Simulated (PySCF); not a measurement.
## IrF3: one-bond stretch

Computed with UPBE0 in PySCF with Ir def2-SVP with ECP60, F def2-SVP; scalar-relativistic core potentials, no spin–orbit coupling; density-fitted integrals.

Rigid scan from the triplet minimum (Ir–F 1.838 Å (×2), Ir–F 1.852 Å; F–Ir–F 97.4° (×2), F–Ir–F 165.2°). Coordinate: the bond from Ir to the last atom (F) scaled, the rest fixed. Energies in kJ/mol from the minimum.

**Question.** Predict the curve at 0.92, 0.96, 1.00, 1.05, 1.12, 1.20, 1.35, 1.55, 1.80, 2.20.

**Answer.** 
```tsv
scale of one bond	E (kJ/mol)	dipole size (D)	⟨S²⟩
0.92	45.3	2.48	2.02
0.96	9.8	2.27	2.02
1.00	0.0	2.14	2.02
1.05	11.5	2.11	2.02
1.12	53.5	2.23	2.02
1.20	118.2	2.51	2.02
1.35	244.9	3.15	2.02
1.55	364.9	–	2.07
1.80	422.6	–	2.06
2.20	448.2	–	2.04
```

With open d or f shells other occupations or spin states may lie lower. No spin–orbit coupling is included, which matters more the heavier the element.

The scan took 30 s on 2 threads of a shared Arm Neoverse V1 host; the process peaked at 0.89 GiB. Launch command: `OMP_NUM_THREADS=2 python axn.py task.json out`.
